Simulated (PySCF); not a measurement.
# Nb⁺: excitation energy

Nb⁺ [Kr] 4d4 (5D) → Nb⁺ [Kr] 4d3 5s1 (5F), as a difference of total energies. Computed with PySCF 2.14 in aug-cc-pVTZ-DK (9s8p6d3f2g, 102 functions), with the spin-free X2C one-electron Hamiltonian (Gaussian nucleus). Correlated levels: valence: [Kr] frozen. The calculations carry no spin-orbit coupling.

```
       method  excitation energy (cm⁻¹)
          UHF                    421.57
          LDA                    3074.6
         PBE0                    3168.6
    CAM-B3LYP                    2609.2
         MN15                    5040.5
MP2 (valence)                    1968.4
```

Problem. Estimate what revPBE gives.

Solution. 2961.7 cm⁻¹, closest to LDA among the rows shown.

Problem. Estimate what SCS-MP2 (valence) gives.

Solution. 937.17 cm⁻¹, closest to UHF among the rows shown.

Errors of the correlated levels include the incompleteness of this basis and the frozen core.

For comparison: 2625.5 cm⁻¹ (measured; NIST levels, between the centres of gravity of the two terms).
